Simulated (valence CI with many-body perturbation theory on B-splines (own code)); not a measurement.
Results of a calculation; reference values are marked as such.
**Cu XVI: configurations and terms from energies and g**

Method: relativistic CI+MBPT: four valence electrons over a frozen Dirac-Fock core [Ne], radial functions for each j: 11 s, 11 p, 9 d, 7 f, 5 g, 2 h, 1 i, with the one-electron correlation potential Σ1, the two-electron term Σ2, the three-electron term Σ3, Breit, model QED; selected CI, second order for the rest (own B-spline code, finite nucleus).

No measured levels were compared; by estimate levels of excited configurations hold to 0.05 to 0.15 % of their energy, terms of the ground configuration to about 0.5 %.

| No. | J | Parity | E (cm⁻¹) | g |
| --- | --- | --- | --- | --- |
| 2 | 1 | even | 18593 | 1.500 |
| 3 | 2 | even | 32776 | 1.410 |
| 4 | 2 | even | 72124 | 1.089 |
| 6 | 2 | odd | 276300 | 1.988 |
| 7 | 1 | odd | 360950 | 0.569 |
| 8 | 2 | odd | 361420 | 1.203 |
| 9 | 3 | odd | 368050 | 1.333 |
| 11 | 1 | odd | 415630 | 1.440 |
| 15 | 2 | odd | 525550 | 0.675 |
| 16 | 3 | odd | 537490 | 1.085 |
| 18 | 4 | odd | 556250 | 1.249 |

Energies count from the lowest level. Strongly mixed levels and levels close to another of their J and parity, and those with J = 0 are left out, so the numbers can have gaps.

Problem. Give configuration and LS term of each level.

Solution. 2: 3s²3p² ³P; 3: 3s²3p² ³P; 4: 3s²3p² ¹D; 6: 3s3p³ ⁵S°; 7: 3s3p³ ³D°; 8: 3s3p³ ³D°; 9: 3s3p³ ³D°; 11: 3s3p³ ³P°; 15: 3s²3p3d ³F°; 16: 3s²3p3d ³F°; 18: 3s²3p3d ³F°.
